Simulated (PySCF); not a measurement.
C$_{2}$H$_{6}$N, charge +1, singlet, at a GFN2-xTB geometry. Base run: PBE/cc-pVDZ (PySCF).

PySCF was given this input:
```python
from pyscf import gto, scf, dft, solvent

mol = gto.M(
    atom='''
C     1.19449783    0.20957494   -0.25641419
N     0.15901748   -0.25825353    0.29751899
C    -1.19342336    0.04795778   -0.04208071
H     1.10961847    0.91670945   -1.07502911
H     2.18679999   -0.07881493    0.06660502
H     0.25735236   -0.92525395    1.06946589
H    -1.70754497    0.46014207    0.82955100
H    -1.24527651    0.75862457   -0.86516323
H    -1.72051849   -0.86882881   -0.31709313
''',
    basis='cc-pvdz',
    charge=1,
    verbose=4,
)

mf = dft.RKS(mol)
mf.xc = 'pbe'
mf.kernel()
```

Each row names what was changed in the base input (with any setting that the change needs).

```tsv
change	ΔE vs base (kJ/mol)	HOMO-LUMO gap (eV)
base	0.00	5.72
model = IEF-PCM; solvent = chloroform; lebedev_order = 11	-216.1	5.81
model = IEF-PCM; solvent = 2-propanol	-262.4	5.84
model = ddCOSMO; solvent = chloroform	-201.2	5.81
model = IEF-PCM; solvent = methanol	-268.3	5.84
model = COSMO; solvent = chloroform	-196.8	5.81
model = IEF-PCM; solvent = chloroform; r_probe = 0.5	-176.8	5.78
model = IEF-PCM; solvent = chloroform; vdw_scale = 1.4	-191.9	5.78
model = IEF-PCM; solvent = chloroform; vdw_scale = 1.1	-234.8	5.83
model = C-PCM; solvent = chloroform	-217.8	5.82
model = IEF-PCM; solvent = chloroform; vdw_scale = 1.0	-257.1	5.84
model = IEF-PCM; solvent = chloroform; lebedev_order = 41	-217.6	5.81
```

The base is the gas phase, so ΔE is the electrostatic part of solvation at a fixed geometry, without cavity and dispersion terms.
